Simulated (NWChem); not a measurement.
System: C₆H₅ cation

Input file for NWChem:

```
start job
memory heap 200 mb stack 700 mb global 900 mb
charge 1
geometry units angstroms noautosym nocenter noautoz
  C      0.000000     0.000000    -1.177452
  C      1.274221     0.000000    -0.811626
  C      1.212394     0.000000     0.616703
  C      0.000000     0.000000     1.302732
  C     -1.212394     0.000000     0.616703
  C     -1.274221     0.000000    -0.811626
  H      2.198687     0.000000    -1.393397
  H      2.179461     0.000000     1.132709
  H      0.000000     0.000000     2.394598
  H     -2.179461     0.000000     1.132709
  H     -2.198687     0.000000    -1.393397
end
basis spherical
  * library 6-31g*
end
dft
  xc pbe0
  iterations 150
end
cosmo
  dielec 3.9
end
task dft energy
```

The geometry was optimised at PBE0/def2-SVP.

Level: PBE0/6-31G* with COSMO at NWChem's default radii, gas-phase geometry; the question gives the dielectric constant. Reactions with the solvent are ignored.

### Question
Predict the main results of this run. (PBE0/6-31G* (spherical d), COSMO on the gas-phase geometry.) Quantities: electrostatic solvation energy (kcal/mol).

### Answer
| Quantity | Result |
|---|---|
| electrostatic solvation energy (kcal/mol) | -43.0 |
